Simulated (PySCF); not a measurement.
N,N-disilylpropan-2-amine (C₃H₁₃NSi₂), SMILES CC(C)N([SiH3])[SiH3]. The structure is a stationary point at B3LYP-D3(BJ)/def2-SVP. The values are those of a single conformer.

Computed equilibrium geometry at B3LYP-D3(BJ)/def2-SVP (PySCF confirms it by a frequency run) as bond lengths and angles (one conformer of several):
Atoms: C1 C2 C3 N4 Si5 Si6 H7 H8 H9 H10 H11 H12 H13 H14 H15 H16 H17 H18 H19. Bond lengths (Å): C1–C2 1.530, C1–H7 1.101, C1–H8 1.100, C1–H9 1.103, C2–C3 1.532, C2–N4 1.486, C2–H10 1.107, C3–H11 1.102, C3–H12 1.102, C3–H13 1.100, N4–Si5 1.752, N4–Si6 1.748, Si5–H14 1.488, Si5–H15 1.494, Si5–H16 1.495, Si6–H17 1.488, Si6–H18 1.496, Si6–H19 1.496. Angles (°): C2–C1–H7 110.6, C2–C1–H8 110.9, C2–C1–H9 111.3, H7–C1–H8 108.6, H7–C1–H9 107.3, H8–C1–H9 108.1, C1–C2–C3 112.0, C1–C2–N4 112.0, C1–C2–H10 106.7, C3–C2–N4 111.4, C3–C2–H10 107.4, N4–C2–H10 107.0, C2–C3–H11 110.8, C2–C3–H12 111.0, C2–C3–H13 110.6, H11–C3–H12 108.0, H11–C3–H13 108.0, H12–C3–H13 108.3, C2–N4–Si5 120.9, C2–N4–Si6 114.9, Si5–N4–Si6 124.1, N4–Si5–H14 107.5, N4–Si5–H15 111.3, N4–Si5–H16 113.3, H14–Si5–H15 109.4, H14–Si5–H16 108.4, H15–Si5–H16 106.9, N4–Si6–H17 109.0, N4–Si6–H18 110.9, N4–Si6–H19 111.3, H17–Si6–H18 109.5, H17–Si6–H19 109.4, H18–Si6–H19 106.7.
Charge 0, spin multiplicity 1.
